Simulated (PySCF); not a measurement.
Spectra and structures to be paired. Level of theory: TDDFT wB97X-D/def2-SVPD, vertical, gas phase, core orbitals frozen in the response (PySCF 2.14.0, density-fitted response routines). Geometries: PBE0-D3(BJ)/def2-SVP; one conformer of each isolated species. Triplets are in the Tamm–Dancoff approximation. Relativistic effects are left out although some hold elements past zinc.

A. `C#CC(=C)CC=C` (C7H8)
B. `BBr` (BBrH2)
C. `C[P+]([Al-]([Br])([Br])[Br])(C)C` (C3H9AlBr3P)
D. `COB(BN)OC` (C2H9B2NO2)

Lowest singlet levels (six at most, fewer where fewer were computed) with oscillator strengths:

1. 5.54 eV (f 0.003); 6.91 eV (f 0.054); 7.28 eV (f 0.250); 7.58 eV (f 0.001); 7.66 eV (f 0.014); 7.82 eV (f 0.005); T1 4.70 eV
2. 6.71 eV (f 0.000); 6.94 eV (f 0.142); 6.99 eV (f 0.004); 7.00 eV (f 0.010); 7.23 eV (f 0.080 summed over 2 states); 7.37 eV (f 0.189); T1 6.47 eV
3. 4.72 eV (f 0.000); 6.56 eV (f 0.119); 6.97 eV (f 0.003); 7.31 eV (f 0.000); 7.75 eV (f 0.050); 8.10 eV (f 0.000); T1 4.42 eV
4. 5.56 eV (f 0.001); 5.69 eV (f 0.235); 6.29 eV (f 0.000); 6.51 eV (f 0.038); 7.05 eV (f 0.021); 7.26 eV (f 0.054); T1 3.54 eV

**Question.** Which spectrum belongs to which structure?

**Answer.** 1 = D, 2 = C, 3 = B, 4 = A.
- A: S1 at 5.56 eV, HOMO-2→LUMO (76%), HOMO-1→LUMO (16%); Löwdin shares by element: HOMO carbon 88% or more; LUMO carbon 77% or more (atoms not listed hold the other 23%); HOMO -8.85 and LUMO 0.82 eV.
- B: S1 at 4.72 eV, HOMO→LUMO (98%); Löwdin shares by element: HOMO bromine 73%, boron 16%, hydrogen 12%; LUMO boron 57%, bromine 24%, hydrogen 19%; HOMO -10.11 and LUMO -0.13 eV; point group C2v, 3 of its 6 listed states under f = 0.0005.
- C: S1 at 6.71 eV, HOMO→LUMO (69%), HOMO→LUMO+3 (12%); Löwdin shares by element: HOMO (one of a set within 0.03 eV) bromine 99%; LUMO bromine 39%, aluminium 35% (atoms not listed hold the other 26%); HOMO -9.60 and LUMO 1.14 eV.
- D: S1 at 5.54 eV, HOMO→LUMO (97%); Löwdin shares by element: HOMO boron 49%, oxygen 18% or more, hydrogen 10% or more (atoms not listed hold the other 23%); LUMO boron 56%, nitrogen 16%, oxygen 10% or more (atoms not listed hold the other 19%); HOMO -9.56 and LUMO 1.19 eV.
A and D have S1 within 0.03 eV of each other; their strongest listed levels stand at 5.69 eV (f 0.235) and 7.28 eV (f 0.250).
